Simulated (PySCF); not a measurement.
**Working out the excitation energy of He**

He 1s2 (1S) → He 1s1 2p1 (3P). Calculation: PySCF 2.14, in aug-cc-pVTZ-DK; scalar relativity by spin-free X2C-1e. Frozen: nothing. Energies in hartree (1 hartree = 27.21139 eV):

```
             part  He (lower)  He (upper)
              UHF   -2.861283   -2.011624
MP2 opposite-spin   -0.033629    0.000000
    MP2 same-spin    0.000000   -0.003140
```

Task: What does Hartree-Fock give?

Result: (-2.011624) − (-2.861283) = 0.849659 hartree = 23.120 eV.

Task: What do MP2 and SCS-MP2 (6/5 opposite-spin, 1/3 same-spin) give?

Result: The opposite-spin parts differ by 0.915 eV and the same-spin parts by -0.085 eV. MP2: 23.120 + (0.915) + (-0.085) = 23.950 eV. SCS-MP2: 23.120 + 1.2 × (0.915) + (-0.085)/3 = 24.190 eV.

Measured between the centres of the two terms (NIST): 20.964 eV, so MP2 (valence) is off by 2.986 eV.

What remains against the reference includes basis incompleteness and correlation beyond second order.
